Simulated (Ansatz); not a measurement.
Program: Ansatz. Geometries: PBE0-D4/def2-TZVP. ΔE: electronic, gas phase. CCSD(T)/CBS adds triple-zeta CCSD(T) − MP2 to the extrapolated MP2 energy (def2 sets, frozen cores). This one scheme is used for every species. Each species was taken in one conformer, which may not be the lowest.

Reaction (substitution at a C–Al bond): `C=[CH][AlH][OH]` + `C=N` → `C=CN=C` + `[OH][AlH2]`

`C=[CH][AlH][OH]`:

Z-matrix (Å, degrees):
```
C
C 1 1.336
H 1 1.089 2 122.7
H 1 1.087 2 121.6 3 180.0
Al 2 1.933 1 120.8 3 180.0
H 2 1.090 1 116.9 3 -0.0
O 5 1.699 2 115.0 1 -0.0
H 5 1.586 2 125.2 1 180.0
H 7 0.955 5 123.1 2 -180.0
```

`C=N`:

Z-matrix (Å, degrees):
```
C
N 1 1.261
H 1 1.096 2 124.9
H 1 1.092 2 118.8 3 -180.0
H 2 1.021 1 111.0 3 -0.0
```

`C=CN=C`:

Cartesian coordinates in Å:
```
C -1.274 -1.181 -0.056
C -0.501 -0.106 -0.162
N 0.792 -0.093 0.356
C 1.467 0.968 0.217
H -2.279 -1.189 -0.459
H -0.906 -2.072 0.439
H -0.861 0.800 -0.659
H 2.481 1.010 0.611
H 1.080 1.864 -0.287
```

`[OH][AlH2]`:

Cartesian coordinates in Å:
```
O 1.155 -0.159 0.348
Al -0.478 -0.145 -0.108
H 1.703 0.623 0.367
H -1.163 1.220 -0.530
H -1.216 -1.539 -0.076
```

| species | CCSD/def2-SVP energy (Eh) |
| --- | --- |
| `C=[CH][AlH][OH]` | -395.81706 |
| `C=N` | -94.28359 |
| `C=CN=C` | -171.38311 |
| `[OH][AlH2]` | -318.70746 |

Q: Work out ΔE.

A: ΔE = (-171.38311) + (-318.70746) − (-395.81706) − (-94.28359) = 0.01008 Eh = +0.27 eV. CCSD(T)/CBS gives +0.38 eV.

Largest T1 diagnostic among the species: 0.012.

From BLYP to BHLYP (50 % exact exchange), in def2-TZVPP and without D4, ΔE moves by +0.05 eV. At CCSD(T), def2-SVP lies −0.13 eV from the extrapolated value and def2-TZVPP −0.01 eV.
